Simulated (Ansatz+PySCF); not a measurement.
The numbers below are computed, except where a source is named.
Input for Ansatz (development build ahead of 0.2.0):

```yaml
crystal:
  periodic: [false, false, false]
  atoms:
    - { symbol: Be, position_ang: [0.0, 0.0, -1.56155] }
    - { symbol: O, position_ang: [0.0, 0.0, 0.78078] }
basis:
  gaussian: { orbitals: STO-3G }
hamiltonian:
  xc: pbe0
scf:
  omitted_lower_state_checks: [starts, atomic_configurations, cluster_reference, orbital_swaps, given_window_search, neighbouring_geometries, increment]
output:
  forces: true
```

The input is written out in the form of the current development build from the run's settings.

Output:

```yaml
Converged: yes
Total_energy: -88.32293 hartree
Spin_squared_of_the_determinant: 0.000
Stability_test: minimum among restricted orbitals
```

Forces (eV/Å):
| atom | Fx | Fy | Fz |
| --- | --- | --- | --- |
| Be1 | 0.000 | 0.000 | 3.622 |
| O2 | 0.000 | 0.000 | -3.622 |

Caution: another spin multiplicity may lie lower; an unrestricted determinant lies well below.
